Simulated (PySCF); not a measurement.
All values below come from TPSSh-D3(BJ)/def2-TZVP // PBE0-D3(BJ)/def2-SVP run with PySCF. Gas-phase values, no solvent. One relaxed conformer stands for a flexible species; it need not be the lowest. 

Reference species (SMILES): `[F][Sn]([F])([F])[F]` (neutral, multiplicity 1).

```
Quantity                 Result
----------------------  -------
S1 oscillator strength    0.000
HOMO–LUMO gap           6.84 eV
```

Changed species: `C[O][Sn]([O]C)([O]C)[O]C` (4 of 4 F replaced by OCH3; the reference has 0 of 4 F replaced by OCH3).

**Question.** Predict the effect on the S1 oscillator strength and HOMO–LUMO gap.

**Answer.** the S1 oscillator strength stays essentially unchanged; the HOMO–LUMO gap falls by 1.82 eV, to 5.02 eV.
